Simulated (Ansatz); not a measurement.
Ansatz (a first-principles code) input (B3LYP-D3(BJ)/def2-TZVP):

Ansatz 0.2 input:
```yaml
crystal:
  periodic: [false, false, false]
  atoms:
    - {symbol: Hg, position_ang: [-0.93032051, -0.78145306, -0.82149138]}
    - {symbol: Br, position_ang: [1.00042523, 0.74242258, 0.86089580]}
basis:
  gaussian:
    orbitals: def2-TZVP
hamiltonian:
  xc: b3lyp
  dispersion: d3bj
magnetization: {spin_polarized: true, initial_magnetization: 1}
relax: {f_tol: 0.002, max_steps: 150}
```

End of the output:

```
reference -74225.74857291 eV, -2727.7459480350 hartree; 28, 27 occupied and 63, 64 virtual orbitals, 747 factors
relax step   3: F+E_penalty+E_count = -74225.83245879 eV  Δ(F+E_penalty+E_count) = -7.053e-2 eV  max|allowed force component| = 3.040e-1 eV/Å  Δτ_max = 0.0620 Å  (35 SCF iters, accepted)
these checks for a lower state are left out or cut short: starts, cluster_reference, orbital_swaps, neighbouring_geometries, increment
integrals: 0.03 GiB planned
747 factors; integrals over basis functions are off by at most 7.3e-4 eV
mean field: 0.53 GiB planned
mean field -74225.64248695 eV, -2727.7420494478 hartree, gradient 1.5e-5 eV, S^2 0.753467; 0 other end points of the search recorded, 0 dependent functions left out
the calculation of the forces begins
reference -74225.64267681 eV, -2727.7420564250 hartree; 28, 27 occupied and 63, 64 virtual orbitals, 747 factors
relax step   4: F+E_penalty+E_count = -74225.72758900 eV  Δ(F+E_penalty+E_count) = +1.049e-1 eV  max|allowed force component| = 1.079e0 eV/Å  Δτ_max = 0.1704 Å  (38 SCF iters, rejected (line search))
these checks for a lower state are left out or cut short: starts, cluster_reference, orbital_swaps, neighbouring_geometries, increment
integrals: 0.03 GiB planned
747 factors; integrals over basis functions are off by at most 7.2e-4 eV
mean field: 0.53 GiB planned
mean field -74225.78312210 eV, -2727.7472176944 hartree, gradient 3.2e-5 eV, S^2 0.754426; 0 other end points of the search recorded, 0 dependent functions left out
the calculation of the forces begins
reference -74225.78331391 eV, -2727.7472247431 hartree; 28, 27 occupied and 63, 64 virtual orbitals, 747 factors
relax step   5: F+E_penalty+E_count = -74225.86760901 eV  Δ(F+E_penalty+E_count) = -3.515e-2 eV  max|allowed force component| = 9.249e-2 eV/Å  Δτ_max = 0.0833 Å  (35 SCF iters, accepted)
these checks for a lower state are left out or cut short: starts, cluster_reference, orbital_swaps, neighbouring_geometries, increment
integrals: 0.03 GiB planned
747 factors; integrals over basis functions are off by at most 6.9e-4 eV
mean field: 0.53 GiB planned
mean field -74225.78506476 eV, -2727.7472890859 hartree, gradient 1.1e-5 eV, S^2 0.754609; 0 other end points of the search recorded, 0 dependent functions left out
the calculation of the forces begins
reference -74225.78525686 eV, -2727.7472961454 hartree; 28, 27 occupied and 63, 64 virtual orbitals, 747 factors
relax step   6: F+E_penalty+E_count = -74225.86944729 eV  Δ(F+E_penalty+E_count) = -1.838e-3 eV  max|allowed force component| = 1.626e-2 eV/Å  Δτ_max = 0.0163 Å  (36 SCF iters, accepted)
these checks for a lower state are left out or cut short: starts, cluster_reference, orbital_swaps, neighbouring_geometries, increment
integrals: 0.03 GiB planned
747 factors; integrals over basis functions are off by at most 7.0e-4 eV
mean field: 0.53 GiB planned
mean field evaluation 64: about -74225.7411 eV, gradient 3.2e-1 eV
mean field -74225.78511425 eV, -2727.7472909046 hartree, gradient 1.6e-5 eV, S^2 0.754579; 0 other end points of the search recorded, 0 dependent functions left out
the calculation of the forces begins
reference -74225.78530630 eV, -2727.7472979624 hartree; 28, 27 occupied and 63, 64 virtual orbitals, 747 factors
relax step   7: F+E_penalty+E_count = -74225.86951333 eV  Δ(F+E_penalty+E_count) = -6.604e-5 eV  max|allowed force component| = 3.415e-4 eV/Å  Δτ_max = 0.0027 Å  (30 SCF iters, accepted)
integrals: 0.03 GiB planned
747 factors; integrals over basis functions are off by at most 7.0e-4 eV
mean field: 0.53 GiB planned
mean field -74225.78511425 eV, -2727.7472909046 hartree, gradient 1.6e-5 eV, S^2 0.754579; 2 other end points of the search recorded, 0 dependent functions left out
the calculation of the forces begins
reference -74225.78530631 eV, -2727.7472979624 hartree; 28, 27 occupied and 63, 64 virtual orbitals, 747 factors
Total energy: -74225.86970538 eV, -2727.7503995713 hartree
Atom 0 at    -0.812521    -0.688478    -0.718845 Å, force    -0.000341    -0.000270    -0.000298 eV/Å
Atom 1 at     0.882626     0.649447     0.758249 Å, force     0.000341     0.000270     0.000298 eV/Å
Dipole moment:    -0.364841    -0.287958    -0.317911 e Å
```

The spin state was set by rule; other spins were not relaxed.
